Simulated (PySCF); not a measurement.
## C9H7F3: full NMR table

```
Formula                               : C9H7F3
SMILES                                : Cc1cccc(C(F)=C(F)F)c1
Point group of the computed structure : C1
Degrees of unsaturation               : 5
Carbon signals                        : 9
Proton signals                        : 5
```

Numbering as in the mapped SMILES `[CH3:1][c:2]1[cH:3][cH:4][cH:5][c:6]([C:7]([F:8])=[C:9]([F:10])[F:11])[cH:12]1`. Hydrogens are named by the atom that carries them.

Single conformer, isolated molecule, one averaged value for each set of equivalent atoms, no relativistic terms. σ from GIAO-PBE0/pcSseg-1; structure optimised with GFN2-xTB; PySCF.

Referencing at the same level of theory: TMS for $^{1}$H and $^{13}$C; $^{19}$F against CFCl3.

```tsv
carbon	δC, type	δH (multiplicity)	HMBC from (2–3 bonds)	span of the C tensor (ppm)
C1	24.3, CH3	2.55 (s)	H(C12), H(C3)	49
C2	144.6, C	–	H(C4), H(C12), H(C3), H(C1)	240
C3	134.6, CH	7.48 (d)	H(C4), H(C12), H(C5), H(C1)	219
C4	134.5, CH	7.73 (m)	H(C5), H(C3)	237
C5	125.6, CH	7.70 (m)	H(C4), H(C12), H(C3)	226
C6	132.9, C	–	H(C4), H(C12), H(C5)	206
C7	139.3, C	–	H(C12), H(C5)	67
C9	170.1, C	–	–	88
C12	129.3, CH	7.72 (m)	H(C5), H(C3), H(C1)	197
```

Other nuclei:
```tsv
atoms	nucleus	environment	δ (ppm)	σ (ppm)
F10	$^{19}$F	vinylic fluorine	-98.3	269.2
F11	$^{19}$F	vinylic fluorine	-114.5	285.4
F8	$^{19}$F	vinylic fluorine	-200.8	371.8
```

1. Carbon types of the structure: 4 × C, 4 × CH, 1 × CH3, which accounts for all hydrogens.
2. δC 170.1, 139.3: fully substituted alkene carbon.
3. δC 144.6, 132.9: substituted aromatic carbon.
4. δC 134.6, 134.5, 129.3, 125.6: aromatic CH.
5. δC 24.3: methyl carbon on an aromatic ring; saturated and bonded to C and H only.
6. δH 2.55: hydrogen on a methyl carbon on an aromatic ring; benzylic-type position, deshielded by the ring.

Splittings by $^{19}$F in the carbon and heteronuclear signals aren't shown, as no couplings were computed. Shifts are as computed. Against solution values, carbons near 30 ppm lie about +3 ppm off and those near 130 ppm about +5 ppm. Of 1211 compounds with measured shifts, 218 miss one by over three times the rms of a fit or turn the order of signals round; such compounds aren't used in these exercises. Unscaled 19F shifts against computed CFCl3 carry errors that often reach 10 to 50 ppm. Multiplicities follow the n + 1 count of equivalent neighbours, as no J values were calculated; m marks all less simple cases, F and P coupling included.
